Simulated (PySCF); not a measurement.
Zn(SH)(OSiH3) (H4OSSiZn), SMILES [SiH3][O][Zn][SH]. Atoms are numbered in the order given.

```xyz
8

Zn    -0.2757     0.3420     0.2024
S     -1.7957     1.0933     1.5428
H     -0.9116     1.2650     2.5523
O      0.9660    -0.1945    -0.9344
Si     1.7306    -1.5375    -1.4871
H      0.7689    -2.5226    -2.0850
H      2.4666    -2.2511    -0.3905
H      2.7229    -1.1631    -2.5402
```

Coordinates come from a PBE0-D3(BJ)/def2-SVP optimisation. One conformer was computed; it need not be the lowest.

These are PBE0-D3(BJ)/def2-SVP in PySCF values and carry that method's errors.

Frequencies are harmonic and unscaled.

A small imaginary wavenumber (i) marks a very flat motion, where grid noise or a shallow saddle decides the sign.

Computed harmonic wavenumbers and intensities:
| mode | ν (cm⁻¹) | IR (km/mol) | moving atoms (share of kinetic energy) |
|---|---|---|---|
| 1 | 2i | 12.5 | H 98 % |
| 2 | 32 | 4.8 | H 63 %, O 13 %, S 10 % |
| 3 | 56 | 1.5 | S 28 %, Si 25 %, Zn 23 %, O 12 %, H 11 % |
| 4 | 115 | 20.9 | O 40 %, Zn 39 %, S 15 % |
| 5 | 137 | 15.6 | Zn 35 %, O 34 %, Si 15 %, S 10 % |
| 6 | 362 | 3.5 | S 63 %, O 18 %, Si 10 % |
| 7 | 534 | 29.2 | Zn 43 %, Si 21 %, O 20 %, H 8 %, S 8 % |
| 8 | 650 | 4.0 | H 93 % |
| 9 | 730 | 67.0 | H 83 %, Si 9 % |
| 10 | 740 | 66.7 | H 80 %, Si 10 %, O 10 % |
| 11 | 946 | 86.6 | H 96 % |
| 12 | 953 | 87.1 | H 96 % |
| 13 | 1013 | 391.3 | H 90 %, Si 10 % |
| 14 | 1046 | 439.5 | O 78 %, Si 17 % |
| 15 | 2187 | 197.2 | H 96 % |
| 16 | 2196 | 134.6 | H 97 % |
| 17 | 2229 | 156.8 | H 97 % |
| 18 | 2705 | 0.6 | H 97 % |
